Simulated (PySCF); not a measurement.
# Assignment exercise: C₅H₄ClF₅O

Mapped SMILES: `[F:1][CH:2]([F:3])[O:4][C@@:5]1([C:6]([F:7])([F:8])[F:9])[CH2:10][C@H:11]1[Cl:12]`. Each H is labelled by its parent atom. Ha(C10) is cis to Cl12 on the ring; Hb(C10) is trans to Cl12 on the ring.

All values are calculated (PySCF 2.14): σ from GIAO-PBE0/pcSseg-1, structure optimised with GFN2-xTB. One conformer, gas phase, no relativistic terms, equivalent nuclei averaged.

Referencing at the same level of theory: 13C (σref 186.93) and 1H (σref 31.72) vs TMS.

**Question.** Assign these signals to the numbered atoms. 13C{1H} NMR (computed): δ 132.8 (C), 124.1 (CH), 62.4 (C), 41.9 (CH), 23.8 (CH2).

**Answer.** 
132.8 → C6, CF3 carbon: 3 electronegative neighbours deshield it
124.1 → C2, sp3 CH bonded to 2 F and O: 3 electronegative neighbours deshield it
62.4 → C5, three-membered-ring carbon: pulled downfield by the heteroatom
41.9 → C11, three-membered-ring carbon
23.8 → C10, three-membered-ring carbon

**Question.** Assign these signals to the numbered atoms. 1H NMR (400 MHz, computed): δ 6.65 (m, 1H), 3.65 (m, 1H), 2.07 (m, 1H), 1.57 (m, 1H).

**Answer.** 
| δ (ppm) | atoms | environment | reason |
| --- | --- | --- | --- |
| 6.65 | H(C2) | hydrogen on an sp3 CH bonded to 2 F and O | its carbon carries F and O, which withdraws density |
| 3.65 | H(C11) | hydrogen on a three-membered-ring carbon | its carbon carries Cl, hence the downfield position |
| 2.07 | Ha(C10) | hydrogen on a three-membered-ring carbon | – |
| 1.57 | Hb(C10) | hydrogen on a three-membered-ring carbon | cyclopropane-type protons are shielded by the ring |

Carbons that carry Cl, above all several Cl atoms, come out too deshielded, partly because spin–orbit coupling is missing. Splittings by 19F in the carbon and heteronuclear signals aren't shown, as no couplings were computed. Shifts are as computed. Against solution values, carbons near 30 ppm lie about +3 ppm off and those near 130 ppm about +5 ppm; carbons on Cl a further +6 ppm. Of 1211 compounds with measured shifts, 218 miss one by over three times the rms of a fit or turn the order of signals round; such compounds aren't used in these exercises. No couplings were computed; multiplicities are counted from neighbouring protons, with m where these are inequivalent, close in shift, in a saturated or five-membered ring or joined by F or P, and br s for small geminal =CH2 splittings.
